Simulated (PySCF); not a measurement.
Point groups of optimised structures. Method: PBE0-D3(BJ)/def2-SVP geometry optimisation, gas phase in PySCF. The symmetry is that of the one conformer found, every atom within 0.08 Å of its image; none is proved a minimum here.

Task: What symmetry has `[CH3:1][CH:2]([CH3:3])[SiH:4]1[CH2:5][CH:6]=[CH:7][CH2:8]1` with C1–C2–Si4–C5 -171°?

Result: Cs; asymmetric top; symmetry number 1; 2 operations, which sort the 22 atoms into 13 sets; dipole 0.60 D, in the ac plane, which is the mirror; A, B, C = 3127, 1123, 909.1 MHz; heavy atoms equivalent by symmetry: C1/C3, C5/C8, C6/C7.

Task: `c1nc(ncn1)C#C`: symmetry, top, dipole?

Result: C2v; asymmetric top; symmetry number 2; 4 operations, which sort the 11 atoms into 8 sets; dipole 0.61 D, along a, the twofold axis; A, B, C = 6487, 1635, 1306 MHz.

Task: Point group, rotor type and polarity of `[CH3:1][CH2:2][NH3+:3]` (charge +1)?

Result: Cs; near-prolate asymmetric top; symmetry number 1; 2 operations, which sort the 11 atoms into 8 sets; dipole about the centre of mass 4.01 D, in the ab plane, which is the mirror; A, B, C = 29705, 8359, 7400 MHz; heavy atoms equivalent by symmetry: none.

Task: Point group, rotor type and polarity of `[CH2:1]=[C:2]([CH3:3])[C:4]1=[CH:5][CH:6]=[CH:7][GeH2:8]1` with C1–C2–C4–C5 180°, H–C3–C2–C1 0° (nearest H)?

Result: Cs; asymmetric top; symmetry number 1; 2 operations, which sort the 18 atoms into 16 sets; dipole 0.66 D, in the ab plane, which is the mirror; A, B, C = 2507, 1128, 789.6 MHz; heavy atoms equivalent by symmetry: none.

Task: Point group, rotor type and polarity of `[CH3:1][Ge@H:2]1[CH2:3][C@@H:4]([F:5])[CH2:6]1` with C1–Ge2–C3–C4 92°, Ge2–C3–C4–F5 -89°, C3–C4–C6–Ge2 -25°, C1–Ge2–C6–C4 -92°?

Result: Cs; asymmetric top; symmetry number 1; 2 operations, which sort the 15 atoms into 11 sets; dipole 1.24 D, in the ab plane, which is the mirror.
